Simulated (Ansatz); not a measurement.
C2H7AlFN. The species carries charge 0 and has multiplicity 1. The bonds changed during the relaxation, so this is another structure than the one it started from. All single points use the PBE0-D4/def2-TZVP geometry. It is one conformer, not always the lowest.

```xyz
12

C    -0.752    1.217   -0.831
Al    0.314    0.935    0.818
C     0.751   -1.094    0.656
N     0.132   -1.792   -0.232
F     1.828    1.665    0.822
H    -1.704    0.669   -0.839
H    -0.211    0.975   -1.754
H    -1.029    2.273   -0.917
H    -0.474    0.967    2.219
H     1.416   -1.704    1.275
H    -0.503   -1.317   -0.867
H     0.230   -2.794   -0.350
```

(1) What is the dipole moment at r2SCAN/def2-TZVPP? (Estimate.)

(2) And with PBE, B3LYP, ωB97M-V? (An estimate is asked.)

(3) Give the Mulliken charges with r2SCAN, ωB97M-V, PBE in def2-TZVPP. (An estimate is asked.)

Answers

(1) Computed: 7.64 D, with components (-1.07, -7.17, -2.40) D in this frame, pointing from negative to positive charge.

(2) Computed: PBE 7.51 D, B3LYP 7.71 D, ωB97M-V 7.82 D.

(3) The calculation gave: 
```csv
atom,r2SCAN,ωB97M-V,PBE
C1,-0.45,-0.61,-0.49
Al2,0.55,0.51,0.44
C3,0.02,-0.02,-0.02
N4,-0.16,-0.10,-0.12
F5,-0.41,-0.40,-0.37
H6,0.04,0.09,0.06
H7,0.05,0.10,0.07
H8,0.06,0.11,0.09
H9,-0.22,-0.18,-0.18
H10,0.07,0.12,0.10
H11,0.23,0.21,0.23
H12,0.20,0.17,0.20
```

B3LYP here is the variant with VWN-RPA as its local correlation; programs differ in this.
